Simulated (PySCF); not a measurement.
## Correlation energy of I (iodine, neutral)

[Kr] 4d10 5s1 5p6, 2S determinant (an excited configuration). Calculation: PySCF 2.14, in x2c-TZVPPall with one added diffuse shell each of s, p, d, f type (9s7p5d3f, 76 functions); the spin-free X2C one-electron Hamiltonian (Gaussian nucleus). Frozen: [Ar] 3d10; 25 electrons correlated.

```
  level  correlation energy (mhartree)
   CCSD                        -667.26
    (T)                         -63.62
CCSD(T)                        -730.88
```

Diagnostics: T1 = 0.015, D1 = 0.0557, largest double amplitude 0.217.

A double-excitation amplitude exceeds 0.15, a sign of near-degeneracy.

Cost of the coupled-cluster step: of the order of 23 core-seconds, for 25 correlated electrons.

Iterations:

```
CC2 = 0
CCSD nocc = (np.int64(13), np.int64(12)), nmo = (62, 62)
frozen orbitals [[0, 1, 2, 3, 4, 5, 6, 7, 8, 9, 10, 11, 12, 13], [0, 1, 2, 3, 4, 5, 6, 7, 8, 9, 10, 11, 12, 13]]
max_cycle = 100
direct = 0
conv_tol = 1e-08
conv_tol_normt = 1e-06
diis_space = 8
diis_start_cycle = 0
Init t2, MP2 energy = -0.674708756363634
Init E_corr(UCCSD) = -0.674708756370659
cycle = 1  E_corr(UCCSD) = -0.619766547244774  dE = 0.0549422091  norm(t1,t2) = 0.145673
cycle = 2  E_corr(UCCSD) = -0.649311077813718  dE = -0.0295445306  norm(t1,t2) = 0.11204
cycle = 3  E_corr(UCCSD) = -0.65564931934948  dE = -0.00633824154  norm(t1,t2) = 0.0761065
cycle = 4  E_corr(UCCSD) = -0.668565617227575  dE = -0.0129162979  norm(t1,t2) = 0.0395087
cycle = 5  E_corr(UCCSD) = -0.664429694315206  dE = 0.00413592291  norm(t1,t2) = 0.0171963
cycle = 6  E_corr(UCCSD) = -0.666772867460476  dE = -0.00234317315  norm(t1,t2) = 0.0139105
cycle = 7  E_corr(UCCSD) = -0.668084194177872  dE = -0.00131132672  norm(t1,t2) = 0.0042795
cycle = 8  E_corr(UCCSD) = -0.667216564281579  dE = 0.000867629896  norm(t1,t2) = 0.00460492
cycle = 9  E_corr(UCCSD) = -0.667162696520985  dE = 5.38677606e-05  norm(t1,t2) = 0.000828401
cycle = 10  E_corr(UCCSD) = -0.667259497465694  dE = -9.68009447e-05  norm(t1,t2) = 0.00042529
cycle = 11  E_corr(UCCSD) = -0.667258508717532  dE = 9.88748162e-07  norm(t1,t2) = 4.85432e-05
cycle = 12  E_corr(UCCSD) = -0.667259187068733  dE = -6.78351201e-07  norm(t1,t2) = 1.79408e-05
cycle = 13  E_corr(UCCSD) = -0.667259662781746  dE = -4.75713013e-07  norm(t1,t2) = 3.84172e-06
cycle = 14  E_corr(UCCSD) = -0.667259680654153  dE = -1.78724068e-08  norm(t1,t2) = 1.1381e-06
cycle = 15  E_corr(UCCSD) = -0.667259709523775  dE = -2.88696219e-08  norm(t1,t2) = 2.38405e-07
cycle = 16  E_corr(UCCSD) = -0.667259717974176  dE = -8.45040082e-09  norm(t1,t2) = 2.52722e-08
UCCSD converged
E(UCCSD) = -7112.860986988696  E_corr = -0.6672597179741756
UCCSD(T) correction = -0.0636217260714431
```

This basis was not built for core-valence correlation, so the inner-shell part is incomplete.
